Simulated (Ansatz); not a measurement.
## Which method gave which barrier?

Saddle point of C₂H₇In, closed shell (CH₃In ([CH3][In]) + CH₄ → CH₃In ([CH3][In]) + CH₄; bonds formed: In1–C4, C2–H3; bonds broken: In1–C2, H3–C4), PBE0-D4/def2-TZVP structure:

In1  (1.208, 0.203, 1.536)
C2  (0.558, 1.149, -0.712)
H3  (-0.020, -0.001, -0.022)
C4  (-0.675, -1.168, 0.564)
H5  (0.366, 2.175, -0.383)
H6  (1.554, 1.118, -1.165)
H7  (-0.162, 0.932, -1.511)
H8  (-0.176, -2.142, 0.599)
H9  (-1.347, -1.100, 1.425)
H10  (-1.306, -1.166, -0.332)
(Å)

Computed with Ansatz 0.2.0 (basis: def2-TZVPP, with def2-QZVPP for the basis limit); correlated methods freeze the cores. Filled d shells of the heavier atoms are correlated. Core potentials replace the inner electrons of the atoms past krypton. The def2 sets are not built for correlating such inner shells, so the correlated values are less sure here. Extrapolation: Hartree–Fock as exp(−7.88 √X), correlation as X^−2.97. Four methods, as single points on the PBE0-D4 structures, gave these electronic barriers from the start structure: 1.485, 1.573, 2.031, 2.577 eV.

Problem. The methods were, in alphabetical order, BHLYP-D4, HF, PBE-D4, r2SCAN-D4. Which gave which? (Judge from chemistry; the calculation decides.)

Solution. By the calculation: PBE-D4 1.485; r2SCAN-D4 1.573; BHLYP-D4 2.031; HF 2.577 eV. For comparison, CCSD(T) at an estimated basis limit (MP2 extrapolated from triple and quadruple zeta, plus CCSD(T) − MP2 in triple zeta) gives 1.798 eV.

No T1 diagnostic of these runs exceeds 0.015.

Labels in which every atom is bracketed show which atoms are joined, not bond orders.

For scale, one of the runs: CCSD(T)/def2-TZVPP, 210 basis functions, launched by `ansatz run in.yaml --threads 4 --pin off --events-out ev --progress --plain --max-ram 9574MiB`. Time: 68 s of wall clock on 4 CPU threads of an Arm Neoverse V1; the host was shared. Peak host memory: 3.2 GiB.
